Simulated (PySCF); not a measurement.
Ionisation energy of N²⁺ by level of theory

N²⁺ [He] 2s2 2p1 (2P) → N³⁺ [He] 2s2 (1S), as a difference of total energies. Computed with PySCF 2.14 in dyall-av3z, with scalar relativity by spin-free X2C-1e. Correlated levels: valence: 1s2 frozen; virtual orbitals above 40 to 60 times the deepest correlated orbital energy dropped. The calculations carry no spin-orbit coupling.

```csv
method,ionisation energy (eV),plus first-order spin-orbit estimate,difference from reference of that sum (eV)
UHF,47.295,47.310,-0.135
LDA,47.867,47.882,+0.437
PBE,48.022,48.037,+0.592
PBE0,48.005,48.019,+0.574
r2SCAN,48.215,48.229,+0.784
revPBE,47.980,47.995,+0.550
TPSSh,48.197,48.211,+0.766
BP86,48.072,48.087,+0.642
PBEsol,47.758,47.773,+0.328
MP2 (valence),47.485,47.500,+0.055
SCS-MP2 (valence),47.431,47.445,0.000
```

Reference: 47.445 eV (semi-empirical (NIST evaluation); NIST Atomic Spectra Database, ionization energies).

A first-order spin-orbit estimate (lowest level to lowest level, LS coupling) adds 0.015 eV.

Errors of the correlated levels include the incompleteness of this basis and the frozen core.
